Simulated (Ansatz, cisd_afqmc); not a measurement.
System: SeOF, charge 0, doublet. SeOF (SMILES [O][Se]F, doublet).
B3LYP-D3(BJ)/def2-TZVP minimum from Ansatz (a quantum-chemistry and plane-wave program):
```
Se
O 1 1.6203
F 1 1.7720 2 105.19
```
Charge 0, spin multiplicity 2.

Atomisation energy term by term, kcal/mol (programs: Ansatz, cisd_afqmc). UHF or UKS for unpaired electrons; spin-orbit terms are left out. Correlated methods leave the cores frozen (noble-gas shells, and filled d and f shells in the p block). No relativity. AFQMC is phaseless with a CISD trial state; ± is one standard error, without the phaseless bias. Outlying blocks are dropped, and bars are widened where a walk drifts. Over all cases where full CI ran beside it in this data, AFQMC minus full CI had a median of +0.1 mEh and passed +0.4 mEh in a tenth of the cases. CBS(X,Y): correlation extrapolated as X^-3, Hartree-Fock from the larger set (Q,5: extrapolated as (X+1)exp(-9√X)). A bracket is a step between two methods taken in the basis named. The UHF reference of FOSe ([O][Se]F, doublet) is spin-contaminated (<S^2> up to 0.04 over the pure value in the sets run).

```
term                               basis  kcal/mol
------------------  --------------------  --------
Hartree-Fock        CBS(cc-pVQZ,cc-pV5Z)     68.38
CCSD correlation    CBS(cc-pVQZ,cc-pV5Z)    106.93
(T)                 CBS(cc-pVQZ,cc-pV5Z)     12.84
CCSDT(Q) - CCSD(T)               cc-pVTZ      1.52
sum: De                                      189.7
```

The step beyond CCSD(T) by other levels: AFQMC/CISD in cc-pVDZ 1.68 ± 0.27; CCSDT(Q) in cc-pVDZ 2.19 kcal/mol.
